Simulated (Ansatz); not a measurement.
Relaxation of CH$_{8}$AlNSiTe (13 atoms, charge 0, multiplicity 1), to a largest force component of 0.015 eV/Å in at most 40 steps.

Level of theory: RKS B3LYP/def2-SVP (Ansatz).

```xyz
13
Properties=species:S:1:pos:R:3:forces:R:3
C -2.322 0.130 0.727 -1.42 3.00 -0.90
Te -0.965 -1.049 1.771 1.22 -0.97 0.81
Al 0.926 0.643 1.198 1.58 0.45 -0.42
N 2.076 0.497 -0.392 -2.77 -0.72 0.89
Si 1.384 -0.894 -1.373 0.61 1.13 1.27
H -2.057 0.289 -0.346 -0.10 -0.37 0.44
H -3.346 -0.296 0.764 0.39 0.01 0.09
H -2.377 1.197 1.176 -0.08 -1.54 -0.49
H 1.260 1.854 2.270 -0.17 -0.49 -0.63
H 1.834 1.354 -0.922 0.58 -0.07 0.13
H -0.036 -0.653 -1.690 -0.41 -0.10 -0.22
H 1.518 -2.125 -0.566 0.06 -0.16 -0.03
H 2.124 -0.982 -2.603 0.52 -0.17 -0.94
```

**Question.** Where does it end, and by what steps?

**Answer.** It converged. The force dipped under the threshold on the way, but the program's further checks kept it going. After 35 steps the energy has fallen by 1.290 eV; H6 moved furthest, 1.89 Å.

```
step  energy less start (eV)  largest force component (eV/Å)  accepted
   0                  0.0000                           2.999       yes
   2                 -0.8201                           2.360       yes
   4                 -1.0874                           0.470       yes
   6                 -1.1283                           0.192       yes
   8                 -1.1501                           0.435       yes
  10                 -1.2025                           0.274       yes
  12                 -1.2450                           0.174       yes
  14                 -1.2593                           0.177       yes
  16                 -1.2685                           0.253       yes
  18                 -1.2782                           0.181       yes
  20                 -1.2848                           0.026       yes
  22                 -1.2798                           0.235        no
  24                 -1.2866                           0.062       yes
  26                 -1.2876                           0.076       yes
  28                 -1.2887                           0.015       yes
  30                 -1.2862                           0.110        no
  32                 -1.2891                           0.062       yes
  34                 -1.2894                           0.015       yes
  35                 -1.2896                           0.012       yes
```

```xyz
13
Properties=species:S:1:pos:R:3
C -2.259 -0.392 0.706
Te -1.170 0.374 2.455
Al 1.091 0.911 1.429
N 1.613 0.539 -0.251
Si 1.003 -0.421 -1.579
H -1.920 -1.408 0.473
H -3.318 -0.403 0.996
H -2.116 0.274 -0.152
H 2.125 1.664 2.359
H 2.496 0.998 -0.484
H 0.123 0.345 -2.518
H 0.203 -1.560 -1.043
H 2.148 -0.956 -2.375
```

The run took 2 min on 2 threads of Intel(R) Xeon(R) 6975P-C (Granite Rapids), with other jobs on the host, peak memory 0.38 GiB.
